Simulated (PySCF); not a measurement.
# BiP: energy against distance

Set-up: Bi def2-TZVPP with ECP60, P def2-TZVPP; scalar-relativistic core potentials (PySCF 2.14). Energies in eV from Bi + P in their ground configurations at the same level. State: ¹Σ⁺ (singlet), closed shell.

Curves on a restricted Hartree–Fock reference rise too fast on stretching and do not dissociate correctly.

```json
{"R (Å)": "1.946", "RHF-MP2": "-1.015"}
{"R (Å)": "2.037", "RHF-MP2": "-2.106"}
{"R (Å)": "2.127", "RHF-MP2": "-2.751"}
{"R (Å)": "2.195", "RHF-MP2": "-3.021"}
{"R (Å)": "2.263", "RHF-MP2": "-3.157"}
{"R (Å)": "2.331", "RHF-MP2": "-3.192"}
{"R (Å)": "2.421", "RHF-MP2": "-3.130"}
{"R (Å)": "2.535", "RHF-MP2": "-2.945"}
{"R (Å)": "2.670", "RHF-MP2": "-2.657"}
{"R (Å)": "2.851", "RHF-MP2": "-2.283"}
```

Put a parabola through the three lowest points of the RHF-MP2 curve and estimate Re, k and ωe (reduced mass 26.98 u; 1 eV/Å² = 0.16022 mdyn/Å; ωe = 1302.8·√(k/μ) cm⁻¹).

Through R = 2.263, 2.331, 2.421 Å the second-order coefficient is 7.62 eV/Å², so Re ≈ 2.331 Å, k ≈ 2.44 mdyn/Å and ωe ≈ 392 cm⁻¹. A polynomial fit of higher order to the unrounded RHF-MP2 energies gives Re = 2.326 Å, k = 2.58 mdyn/Å, ωe = 403 cm⁻¹; anharmonicity and rounding make the difference.

The higher-order fit for each curve: RHF-MP2: Re = 2.326 Å, ωe = 403 cm⁻¹, De = 3.19 eV.

Correlated steps freeze 9 core orbitals. These are scalar-relativistic numbers at best; spin–orbit coupling would shift them, the dissociation energy most. Where the molecule has an RHF reference, its open-shell atoms are computed with UHF.
